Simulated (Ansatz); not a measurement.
System: CH₇Si₂, charge -1, multiplicity 1. It need not be the lowest isomer of its formula. Whether it binds its extra electron was not tested at this geometry. 
Coordinates optimised at B3LYP-D3(BJ)/def2-TZVP (Ansatz, an electronic-structure program):
```
C
H 1 1.0901
Si 1 1.7785 2 117.16
Si 1 1.7785 2 117.16 3 175.10
H 4 1.4999 1 112.33 2 175.19
H 3 1.4999 1 112.33 2 -175.19
H 3 1.5163 6 104.33 1 -127.33
H 4 1.5163 5 104.33 1 127.33
H 4 1.5208 5 102.88 8 103.15
H 3 1.5208 6 102.88 7 -103.15
```
Charge -1, spin multiplicity 1.

Basis-set convergence of Hartree-Fock and MP2 correlation energies (hartree) with Ansatz. Correlated levels leave the core frozen unless marked. No spin-orbit coupling. Non-relativistic.

```tsv
basis	functions	E(HF)	E(corr, MP2)
aug-cc-pV(D+d)Z	150	-619.79076	-0.38983
aug-cc-pV(T+d)Z	317	(withheld)	(withheld)
```

### Question
Some entries are withheld; supply them.

### Answer

- aug-cc-pV(T+d)Z, E(HF): -619.82738
- aug-cc-pV(T+d)Z, E(corr, MP2): -0.46334
